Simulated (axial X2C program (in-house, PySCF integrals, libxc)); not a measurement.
# Which molecule has these constants?

Calculated with an in-house relativistic program for diatomic molecules, spin-free (one-electron X2C) or two-component (2c: spin–orbit coupling with atomic mean-field Coulomb and Gaunt terms, which also bring small scalar terms), in Dyall basis sets with cores contracted in-house; open shells are unrestricted.

A two-component PBE0 calculation in a Dyall 3-zeta basis gave Re = 3.229 Å, ωe = 119.8 cm⁻¹, dipole magnitude 7.03 D, Ω = 5/2.

**Question.** Which molecule is it?
A. KW
B. WH
C. NaW

**Answer.** A. The others have NaW 2.936 Å and 175.6 cm⁻¹ (Ω = 5/2); WH 1.703 Å and 1937.5 cm⁻¹ (Ω = 5/2).

Each entry is the lowest single determinant of a limited PBE0 search at one distance. De goes to single-determinant-based atoms at the same level (for ions the charge split of lowest energy) and is withheld (n/a) where an atom does not fit its ground term or J level. Main or longest-lived isotopes. One determinant is a doubtful description, or other states lie close, for KW, NaW, WH; these need not be ground states, and all values refer to the states named. With several unpaired electrons the Ω given is that of one determinant, not necessarily of the lowest component. The functionals have no current term, which raises determinants with orbital currents.
